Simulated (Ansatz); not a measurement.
CH$_{7}$NSSi, SMILES `NCS[SiH3]` at its PBE0-D4/def2-TZVP geometry, where that method's forces vanish. The species carries charge 0 and has multiplicity 1.

```xyz
11

N     0.4209   -0.0677    2.1931
C     0.4201    0.3546    0.8185
S     0.5644   -1.1394   -0.2336
Si   -0.4103   -0.4216   -1.9792
H     0.5576    0.7180    2.8155
H    -0.4447   -0.5308    2.4369
H     1.2937    0.9837    0.6417
H    -0.4733    0.9090    0.4985
H    -1.7873    0.0445   -1.6589
H    -0.4590   -1.5638   -2.9241
H     0.3179    0.7135   -2.6084
```

**Question.** What forces (eV/Å) does PBE-D4/def2-TZVPP give on these atoms in the Gaussian-basis code of Ansatz? (Best estimate.)

**Answer.** Computed: 
```
N1   0.266 -0.217  0.046
C2  -0.031  0.110 -0.012
S3   0.137 -0.367 -0.022
Si4 -0.025  0.035 -0.022
H5   0.055  0.256  0.230
H6  -0.303 -0.150  0.098
H7   0.183  0.150 -0.034
H8  -0.196  0.128 -0.119
H9  -0.154  0.054  0.021
H10 -0.003 -0.122 -0.099
H11  0.071  0.123 -0.086
```
